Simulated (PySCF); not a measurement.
Computed data sheet: `C=C1[C@H](F)[C@H](CCl)C1`

Species: C₆H₈ClF.
Structure used (GFN2-xTB), in Å, numbered top down from 1:
```
atom  x, y, z in Å
C1     2.2876   -0.1085    0.8910
C2     1.1998    0.0035    0.1597
C3     0.3274   -0.9563   -0.6068
C4    -0.7474    0.1482   -0.7138
C5    -1.9357   -0.0580    0.2032
Cl6   -2.9188   -1.4314   -0.3691
C7     0.2768    1.1579   -0.1401
F8    -0.1496    1.8955    0.9392
H9     2.7879   -1.0542    1.0122
H10    2.7115    0.7391    1.4022
H11    0.0227   -1.8489   -0.0639
H12    0.7471   -1.2564   -1.5657
H13   -1.0875    0.3721   -1.7255
H14   -1.6120   -0.2920    1.2175
H15   -2.5812    0.8206    0.2180
H16    0.6638    1.8775   -0.8695
```

Structural features include: C=C double bond, C–F bond, C–Cl bond and cyclobutane ring.

GFN2-xTB geometry:

```yaml
Point_group_of_the_GFN2-xTB_geometry: C1
Rotational_constants_A_B_C_of_the_GFN2-xTB_geometry: 3.209, 0.994, 0.839 GHz
```

B3LYP/def2-SVPD ground state and vertical TDDFT (core frozen in the response) (PySCF):

```yaml
Dipole_moment: 1.93 D
HOMO_energy: -7.57 eV
LUMO_energy: -0.89 eV
HOMO–LUMO_gap: 6.68 eV
Lowest_singlet_excitation: 6.35 eV (195 nm, f = 0.125)
Strongest_line_among_the_8_lowest_singlet_transitions: S1 at 6.35 eV (195 nm, f = 0.125)
Lowest_triplet_excitation_Tamm–Dancoff: 4.21 eV
Static_isotropic_polarisability: 85.0 au
Electronic_spatial_extent_⟨r²⟩_about_the_centre_of_nuclear_charge: 1331 bohr²
```

Monoisotopic mass from the formula: 134.0299 u.

No computed singlet falls in the visible range (750 to 380 nm, 1.65 to 3.26 eV); S1 lies 3.09 eV above its blue end. The largest Löwdin shares of the HOMO are 0.35 on C1, 0.31 on C2, 0.07 on C3 and 0.05 on C7. The largest Löwdin shares of the LUMO are 0.25 on C1, 0.23 on C2, 0.10 on C7 and 0.06 on C3. The principal polarisabilities are 69.1, 78.7 and 107.1 au; their mean is the isotropic value. The rotational constants make it an asymmetric top with κ = (2B − A − C)/(A − C) = -0.87, nearer the prolate limit (−1).

The structure is a single GFN2-xTB conformer in the gas phase; no vibrational or solvent corrections.
